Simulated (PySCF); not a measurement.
## Dipole moment and polarisability of ZnMe(CCH)

ZnMe(CCH), C3H4Zn (singlet state).
Structure used (PBE0-D3(BJ)/def2-SVP), in Å, numbered top down from 1:
```
atom  x, y, z in Å
Zn1   -0.0003    0.0005    0.0353
C2    -0.0041   -0.0174    1.9659
H3    -0.8479    0.5657    2.3679
H4     0.9247    0.4146    2.3709
H5    -0.0926   -1.0448    2.3533
C6     0.0021    0.0136   -1.8584
C7     0.0074    0.0288   -3.0794
H8     0.0108    0.0390   -4.1554
```

Level: PBE0/def2-SVPD (PySCF), static field, nuclei fixed, core orbitals frozen in the response. The polarisability tensor in these axes (au):

```
x   43.59  0.00 -0.12
y    0.00 43.59 -0.42
z   -0.12 -0.42 86.07
```

Question: Give the principal values, the mean and the anisotropy Δα = √{½[(α1 − α2)² + (α2 − α3)² + (α1 − α3)²]}.

Answer: Principal values 43.58, 43.59 and 86.08 au; mean 57.75 au = 8.56 Å³ = 9.52 × 10⁻⁴⁰ C²·m²/J; Δα = 42.49 au (74 % of the mean).

Question: What is the dipole moment, and where does it point?

Answer: (0.00, 0.00, 0.46) D, 0.46 D in size, pointing from the negative to the positive side. Measured along this direction, the outermost atoms are H8 at the negative end and H4, H3 and H5 at the positive end.

Question: How large is μ²/3kT at 400 K beside α?

Answer: In Gaussian units μ²/3kT = 1.30 Å³ against 8.56 Å³, a ratio of 0.15; the Debye molar polarisation (4π/3)N_A(α + μ²/3kT) is 24.9 cm³/mol, leaving out the vibrational part.

Question: Molar refractivity from α?

Answer: Lorentz–Lorenz: R = (4π/3)N_A α = 2.5225 cm³/(mol·Å³) × 8.56 Å³ = 21.6 cm³/mol, in the limit of long wavelengths.

Question: Traceless (Buckingham) quadrupole moment about the centre of nuclear charge: eigenvalues?

Answer: -0.41, -0.41, 0.82 D·Å. The values depend on the origin, since the dipole doesn't vanish. The electronic extent ⟨r²⟩ about the same centre is 553 bohr², a root-mean-square distance of 1.73 Å for the 52 electrons.

Isolated species at its PBE0-D3(BJ)/def2-SVP geometry, gas phase.
